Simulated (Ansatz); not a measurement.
Geometry optimisation, Ansatz, RKS PBE-D4/def2-SVP.

The input (input.yaml):

```yaml
crystal:
  periodic: [false, false, false]
  atoms:
    - { symbol: "N", position_ang: [-1.6037, 0.8091, -0.5576] }
    - { symbol: C, position_ang: [-1.2674, -0.5441, -0.4054] }
    - { symbol: Si, position_ang: [0.5466, -0.7289, -0.6816] }
    - { symbol: Ge, position_ang: [1.8025, 0.4351, 0.9717] }
    - { symbol: H, position_ang: [-2.6939, 0.8919, -0.5454] }
    - { symbol: H, position_ang: [-1.3013, 1.4068, 0.2556] }
    - { symbol: H, position_ang: [-1.5042, -0.8977, 0.6173] }
    - { symbol: H, position_ang: [-1.7506, -1.1486, -1.1646] }
    - { symbol: H, position_ang: [0.9484, -0.1838, -1.9477] }
    - { symbol: H, position_ang: [0.9379, -2.1536, -0.5719] }
    - { symbol: H, position_ang: [1.3119, -0.1249, 2.3874] }
    - { symbol: H, position_ang: [3.2723, 0.2472, 0.7831] }
    - { symbol: H, position_ang: [1.3219, 1.9568, 0.8739] }
basis:
  gaussian: { orbitals: def2-SVP }
hamiltonian:
  xc: pbe
  dispersion: d4
relax:
  f_tol: 0.015
  max_steps: 40
```

Run as:

```bash
$ ansatz run input.yaml --threads 2 --pin off --max-ram 3072MiB --backend cpu --events-out ev --progress --plain --runs-dir out
```

Q: Where does it end, and by what steps?

A: It converged. After 9 steps the energy has fallen by 0.463 eV; H7 moved furthest, 0.24 Å.

```tsv
step	energy less start (eV)	largest force component (eV/Å)	accepted
0	0.0000	3.035	yes
1	-0.3970	1.015	yes
2	-0.4536	0.210	yes
3	-0.4615	0.060	yes
4	-0.4622	0.066	yes
5	-0.4631	0.034	yes
6	-0.4633	0.018	yes
7	-0.4634	0.022	yes
8	-0.4635	0.015	yes
9	-0.4635	0.010	yes
```

```xyz
13
Properties=species:S:1:pos:R:3
N -1.674 0.864 -0.525
C -1.309 -0.549 -0.433
Si 0.572 -0.774 -0.676
Ge 1.760 0.470 0.991
H -2.689 0.985 -0.424
H -1.248 1.398 0.243
H -1.611 -1.085 0.506
H -1.793 -1.107 -1.265
H 0.996 -0.307 -2.042
H 0.929 -2.233 -0.528
H 1.415 -0.048 2.415
H 3.298 0.375 0.809
H 1.374 1.976 0.944
```

Run time: 31 s on 2 threads of Arm Neoverse V1, on a shared host, peak memory 0.17 GiB.
